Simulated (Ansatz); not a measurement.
Basis sets compared for (H2B-mu-NHMe)3 (C3H18B3N3). Total charge 0; singlet. Geometry r2SCAN-D4/def2-SVP. Ansatz on 2 threads of AMD EPYC 7R13 on a shared host and a share (18 GiB) of an NVIDIA H100 80GB HBM3; times are rough, and most runs start from earlier orbitals.

Cartesian coordinates in Å:
```
B -1.167 0.490 0.683
H -0.934 1.602 1.127
H -2.305 0.094 0.931
N -0.129 -0.532 1.310
C -0.236 -0.499 2.783
B 1.383 -0.315 0.886
H 2.050 -1.258 1.307
H 1.751 0.767 1.306
N 1.460 -0.298 -0.704
C 1.378 -1.639 -1.316
B 0.509 0.778 -1.389
H 0.853 1.890 -1.030
H 0.547 0.624 -2.608
N -0.974 0.524 -0.891
C -1.871 1.543 -1.473
H -0.406 -1.479 1.034
H 0.435 -1.247 3.232
H -1.275 -0.686 3.094
H 0.064 0.499 3.127
H 2.399 0.058 -0.893
H 0.380 -2.069 -1.139
H 2.118 -2.316 -0.867
H 1.527 -1.577 -2.404
H -1.290 -0.373 -1.270
H -2.911 1.356 -1.165
H -1.793 1.537 -2.571
H -1.562 2.527 -1.100
```

Binding counts from free atoms (B doublet, H doublet, N quartet, C triplet) in the same basis, without a counterpoise term.

```json
{"level": "PBE-D4/def2-SVP", "functions": "216", "energy (Eh)": "-363.3253", "HOMO (eV)": "-6.23", "LUMO (eV)": "-0.05", "binding per atom (eV)": "3.98", "wall time": "3.6 s"}
{"level": "PBE0-D4/def2-SVP", "functions": "216", "energy (Eh)": "-363.4008", "HOMO (eV)": "-7.60", "LUMO (eV)": "0.87", "binding per atom (eV)": "3.94", "wall time": "2.3 s"}
```

(1) Estimate the rows for PBE-D4/def2-TZVP (with forces), PBE0-D4/def2-TZVP.

Results:

(1) 
```json
{"level": "PBE-D4/def2-TZVP (with forces)", "functions": "387", "energy (Eh)": "-363.7213", "HOMO (eV)": "-6.38", "LUMO (eV)": "-0.57", "binding per atom (eV)": "3.94", "wall time": "6 s"}
{"level": "PBE0-D4/def2-TZVP", "functions": "387", "energy (Eh)": "-363.7871", "HOMO (eV)": "-7.70", "LUMO (eV)": "0.26", "binding per atom (eV)": "3.90", "wall time": "6 s"}
```
